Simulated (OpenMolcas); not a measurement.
## Multiconfigurational calculation on Fe5+

Input:

```
&GATEWAY
Coord
1

Fe 0.0 0.0 0.0
Basis=ANO-RCC-VTZP
Group=XYZ
NoMove
AngMom=0.0 0.0 0.0
AMFI
&SEWARD
* reference wave functions (RASSCF and RASSI steps not shown): 3 electrons in 10 orbitals (3d 4d)
>>> COPY JOB001 $Project.JobIph
&CASPT2
Multistate=10 1 2 3 4 5 6 7 8 9 10
Frozen=2 3
IPEA=0.25
Imaginary=0.1
MaxIter=60
WThr=0.0 0.3 0.05
PrWF=0.5
NoMix
>>> COPY JOB002 $Project.JobIph
&CASPT2
Multistate=40 1 2 3 4 5 6 7 8 9 10 11 12 13 14 15 16 17 18 19 20 21 22
23 24 25 26 27 28 29 30 31 32 33 34 35 36 37 38 39 40
Frozen=2 3
IPEA=0.25
Imaginary=0.1
MaxIter=60
WThr=0.0 0.3 0.05
PrWF=0.5
NoMix
```

Launched by
```bash
OMP_NUM_THREADS=1 MOLCAS_MEM=1689 MOLCAS_PROJECT=a pymolcas a.inp > a.log  # once for each step of the input, in one work folder
```

Output, cut to the results:

```
--- CASPT2 ---
Orbital specifications:
      -----------------------

      Symmetry species                           1   2
                                                ag  au
      Frozen orbitals                            2   3
      Inactive orbitals                          1   3
      Active orbitals                           10   0
      Secondary orbitals                        17  23
      Deleted orbitals                           0   0
      Number of basis functions                 30  29
Type of calculation                        MS-CASPT2
      Fock operator                              state-specific
      IPEA shift                                 0.25
      Real shift                                 0.00
      Imaginary shift                            0.10
      The input orbitals will be transformed to quasi-canonical
Reference energy:       -1264.7657881876
      E2 (Non-variational):      -0.2903699325
      Shift correction:          -0.0000407317
      E2 (Variational):          -0.2904106642
      Total energy:           -1265.0561988518
      Residual norm:              0.0000001103
      Reference weight:           0.96907
      Contributions to the CASPT2 correlation energy
      Active & Virtual Only:         -0.0117639456
      One Inactive Excited:          -0.1364094184
      Two Inactive Excited:          -0.1421965685
Reference energy:       -1264.7657881876
      E2 (Non-variational):      -0.2914255541
      Shift correction:          -0.0000413691
      E2 (Variational):          -0.2914669231
      Total energy:           -1265.0572551107
      Residual norm:              0.0000001144
      Reference weight:           0.96880
      Contributions to the CASPT2 correlation energy
      Active & Virtual Only:         -0.0118397344
      One Inactive Excited:          -0.1369722704
      Two Inactive Excited:          -0.1426135492
::    CASPT2 Root  1     Total energy:  -1265.05619885
::    CASPT2 Root  2     Total energy:  -1265.05725511
::    CASPT2 Root  3     Total energy:  -1265.05655424
::    CASPT2 Root  4     Total energy:  -1265.05650058
::    CASPT2 Root  5     Total energy:  -1265.05613068
::    CASPT2 Root  6     Total energy:  -1265.05750440
::    CASPT2 Root  7     Total energy:  -1265.05665629
::    CASPT2 Root  8     Total energy:  -1264.97028872
::    CASPT2 Root  9     Total energy:  -1264.97029192
::    CASPT2 Root 10     Total energy:  -1264.97029583
::    MS-CASPT2 Root  1     Total energy:  -1265.05792731
::    MS-CASPT2 Root  2     Total energy:  -1265.05749375
::    MS-CASPT2 Root  3     Total energy:  -1265.05724942
::    MS-CASPT2 Root  4     Total energy:  -1265.05691929
::    MS-CASPT2 Root  5     Total energy:  -1265.05629591
::    MS-CASPT2 Root  6     Total energy:  -1265.05565936
::    MS-CASPT2 Root  7     Total energy:  -1265.05530005
::    MS-CASPT2 Root  8     Total energy:  -1264.97028633
::    MS-CASPT2 Root  9     Total energy:  -1264.97027452
::    MS-CASPT2 Root 10     Total energy:  -1264.97027067
--- CASPT2 ---
Orbital specifications:
      -----------------------

      Symmetry species                           1   2
                                                ag  au
      Frozen orbitals                            2   3
      Inactive orbitals                          1   3
      Active orbitals                           10   0
      Secondary orbitals                        17  23
      Deleted orbitals                           0   0
      Number of basis functions                 30  29
Type of calculation                        MS-CASPT2
      Fock operator                              state-specific
      IPEA shift                                 0.25
      Real shift                                 0.00
      Imaginary shift                            0.10
      The input orbitals will be transformed to quasi-canonical
Reference energy:       -1264.6624161147
      E2 (Non-variational):      -0.3008498079
      Shift correction:          -0.0000447506
      E2 (Variational):          -0.3008945585
      Total energy:           -1264.9633106732
      Residual norm:              0.0000002683
      Reference weight:           0.96718
      Contributions to the CASPT2 correlation energy
      Active & Virtual Only:         -0.0144257813
      One Inactive Excited:          -0.1415036196
      Two Inactive Excited:          -0.1449204070
Reference energy:       -1264.6624161147
      E2 (Non-variational):      -0.3007691366
      Shift correction:          -0.0000447194
      E2 (Variational):          -0.3008138560
      Total energy:           -1264.9632299707
      Residual norm:              0.0000002719
      Reference weight:           0.96720
      Contributions to the CASPT2 correlation energy
      Active & Virtual Only:         -0.0144259455
      One Inactive Excited:          -0.1414618620
      Two Inactive Excited:          -0.1448813291
::    CASPT2 Root  1     Total energy:  -1264.96331067
::    CASPT2 Root  2     Total energy:  -1264.96322997
::    CASPT2 Root  3     Total energy:  -1264.96327844
::    CASPT2 Root  4     Total energy:  -1264.96326792
::    CASPT2 Root  5     Total energy:  -1264.96336427
::    CASPT2 Root  6     Total energy:  -1264.96327484
::    CASPT2 Root  7     Total energy:  -1264.96308442
::    CASPT2 Root  8     Total energy:  -1264.96330676
::    CASPT2 Root  9     Total energy:  -1264.96325861
::    CASPT2 Root 10     Total energy:  -1264.92632838
::    CASPT2 Root 11     Total energy:  -1264.92628400
::    CASPT2 Root 12     Total energy:  -1264.92579675
::    CASPT2 Root 13     Total energy:  -1264.92600384
::    CASPT2 Root 14     Total energy:  -1264.92620656
::    CASPT2 Root 15     Total energy:  -1264.92560694
::    CASPT2 Root 16     Total energy:  -1264.92654171
::    CASPT2 Root 17     Total energy:  -1264.92550284
::    CASPT2 Root 18     Total energy:  -1264.92638334
::    CASPT2 Root 19     Total energy:  -1264.92570492
...
```

Levels above the lowest, from the spin-orbit matrix with the multistate effective Hamiltonian, averaged by term, added to it:

```json
{"Configuration": "3d³", "Term": "⁴F", "J": "3/2", "E (cm⁻¹)": "0.0", "Measured (cm⁻¹)": "0.0", "Term weight %": "100", "Second": ""}
{"Configuration": "3d³", "Term": "⁴F", "J": "5/2", "E (cm⁻¹)": "545", "Measured (cm⁻¹)": "511", "Term weight %": "100", "Second": ""}
{"Configuration": "3d³", "Term": "⁴F", "J": "7/2", "E (cm⁻¹)": "1278", "Measured (cm⁻¹)": "1188", "Term weight %": "100", "Second": ""}
{"Configuration": "3d³", "Term": "⁴F", "J": "9/2", "E (cm⁻¹)": "2170", "Measured (cm⁻¹)": "2001", "Term weight %": "100", "Second": ""}
{"Configuration": "3d³", "Term": "⁴P", "J": "1/2", "E (cm⁻¹)": "19650", "Measured (cm⁻¹)": "18738", "Term weight %": "99", "Second": ""}
{"Configuration": "3d³", "Term": "⁴P", "J": "3/2", "E (cm⁻¹)": "19850", "Measured (cm⁻¹)": "18942", "Term weight %": "98", "Second": "2 ²P"}
{"Configuration": "3d³", "Term": "⁴P", "J": "5/2", "E (cm⁻¹)": "20540", "Measured (cm⁻¹)": "19611", "Term weight %": "100", "Second": ""}
{"Configuration": "3d³", "Term": "²G", "J": "7/2", "E (cm⁻¹)": "21330", "Measured (cm⁻¹)": "20616", "Term weight %": "100", "Second": ""}
{"Configuration": "3d³", "Term": "²G", "J": "9/2", "E (cm⁻¹)": "22080", "Measured (cm⁻¹)": "21315", "Term weight %": "98", "Second": ""}
{"Configuration": "3d³", "Term": "²P", "J": "3/2", "E (cm⁻¹)": "27310", "Measured (cm⁻¹)": "26215", "Term weight %": "65", "Second": "33 ²D(1)"}
{"Configuration": "3d³", "Term": "²P", "J": "1/2", "E (cm⁻¹)": "27450", "Measured (cm⁻¹)": "26496", "Term weight %": "99", "Second": ""}
{"Configuration": "3d³", "Term": "²H", "J": "9/2", "E (cm⁻¹)": "29730", "Measured (cm⁻¹)": "28724", "Term weight %": "98", "Second": ""}
{"Configuration": "3d³", "Term": "²D(1)", "J": "3/2", "E (cm⁻¹)": "29880", "Measured (cm⁻¹)": "28628", "Term weight %": "67", "Second": "33 ²P"}
{"Configuration": "3d³", "Term": "²D(1)", "J": "5/2", "E (cm⁻¹)": "29930", "Measured (cm⁻¹)": "28484", "Term weight %": "100", "Second": ""}
{"Configuration": "3d³", "Term": "²H", "J": "11/2", "E (cm⁻¹)": "30290", "Measured (cm⁻¹)": "29203", "Term weight %": "100", "Second": ""}
{"Configuration": "3d³", "Term": "²F", "J": "7/2", "E (cm⁻¹)": "48020", "Measured (cm⁻¹)": "46217", "Term weight %": "100", "Second": ""}
{"Configuration": "3d³", "Term": "²F", "J": "5/2", "E (cm⁻¹)": "48330", "Measured (cm⁻¹)": "46604", "Term weight %": "100", "Second": ""}
{"Configuration": "3d³", "Term": "²D(2)", "J": "5/2", "E (cm⁻¹)": "75290", "Measured (cm⁻¹)": "71708", "Term weight %": "100", "Second": ""}
{"Configuration": "3d³", "Term": "²D(2)", "J": "3/2", "E (cm⁻¹)": "75610", "Measured (cm⁻¹)": "72049", "Term weight %": "100", "Second": ""}
```

Against the 18 measured excited levels shown (Corliss and Sugar, J. Phys. Chem. Ref. Data 11, 135 (1982)) the mean absolute deviation is 1200 cm-1; the largest miss in energy is 3d³ ²D_5/2(2): computed 75290, measured 71708 cm⁻¹ (+5.0 %), and the largest in proportion 3d³ ⁴F_9/2 (+8.7 %).

Term energies are means over components that CASPT2 splits; among the terms shown or strongly mixed into the levels shown the widest spread is 580 cm-1 (3d³ ⁴F). Active for correlation alone: 4d; no level in the range computed is led by a configuration that fills it, so any true level of that kind is missing. Measured partners are found by configuration, term and J. A level has none where our copy of the source lacks it or the pairing is in doubt (some pairs that miss far off the trend of their configuration count as doubtful), and it then counts in no deviation. Levels of configurations outside the active space are missing. The first state left out of the spin-orbit step lies near 470000 cm-1 above the lowest spin-free state of the reference (among the parities and spins computed), and the list stops at four fifths of that energy or lower.

The CASPT2 steps took 5.6 min on 1 thread of Arm Neoverse V1 (shared host); the integral step is not counted.

The term weight is that of the spin-free term in the level, not the purity of its configuration. A number in round brackets counts repeated terms of one configuration in the order of the reference energies.
